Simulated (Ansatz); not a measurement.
# One elementary step

Start structure (GeSiAsH9, closed shell), relaxed at PBE0-D4/def2-TZVP:

```xyz
12
angstrom
Ge -1.4209 0.4024 1.1401
Si 0.2075 -1.3253 0.9922
H -2.8155 -0.1405 0.7863
H -1.0978 1.5580 0.1770
H -1.4704 0.9704 2.5684
H 0.1396 0.2585 -2.3018
As 1.0149 1.5001 -2.2135
H -0.1057 -2.3889 1.9835
H 0.2099 -1.9226 -0.3685
H 1.5605 -0.7829 1.2841
H 2.0838 0.8752 -3.0998
H 1.6940 0.9956 -0.9482
```

The step: GeSiH₆ ([SiH3][GeH3]) + AsH₃ → GeAsH₅ ([GeH3][AsH2]) + SiH₄; bonds formed: Ge1–As7, Si2–H6; bonds broken: Ge1–Si2, H6–As7. Computed with Ansatz 0.2.0 (basis: def2-TZVPP and def2-QZVPP); correlated methods freeze the cores. Filled d shells of the heavier atoms are correlated. The def2 sets are not built for correlating such inner shells, so the correlated values are less sure here. Extrapolation: Hartree–Fock as exp(−7.88 √X), correlation as X^−2.97. Energies below are by CCSD(T) at an estimated basis limit (MP2 extrapolated from triple and quadruple zeta, plus CCSD(T) − MP2 in triple zeta).

(1) What are the electronic barrier and the energy of the step, from the start structure to the end structure? (Judge from chemistry; the value comes from the calculation.)

T1 diagnostic: at most 0.015. The restricted Hartree–Fock reference is unstable towards an unrestricted one at one or more of these structures.

## Answers

(1) By the calculation: Barrier 3.119 eV; step energy -0.210 eV (downhill); reverse barrier, their difference, 3.330 eV. Barrier and step energy count from the start structure, the reverse barrier from the end structure.

The saddle point: One imaginary mode of 823i cm⁻¹.
```json
{"pair": "Ge1–As7", "start (Å)": "4.29", "saddle (Å)": "2.91", "end (Å)": "2.43"}
{"pair": "Si2–H6", "start (Å)": "3.66", "saddle (Å)": "1.59", "end (Å)": "1.48"}
{"pair": "Ge1–Si2", "start (Å)": "2.38", "saddle (Å)": "2.61", "end (Å)": "4.50"}
{"pair": "H6–As7", "start (Å)": "1.52", "saddle (Å)": "2.03", "end (Å)": "4.01"}
```

Zero-point energy (harmonic, PBE0-D4): ZPE is 1.914 eV at the start and 1.890 eV at the saddle, so the barrier goes from 3.119 to 3.095 eV.

Labels in which every atom is bracketed show which atoms are joined, not bond orders.

For scale, one of the runs: CCSD(T)/def2-TZVPP, 264 basis functions, launched by `ansatz run in.yaml --threads 8 --pin off --events-out ev --progress --plain --max-ram 19148MiB`. The run took 2.9 min on 8 CPU threads of an Arm Neoverse V2 (shared host), with 6.2 GiB of host memory at its peak.
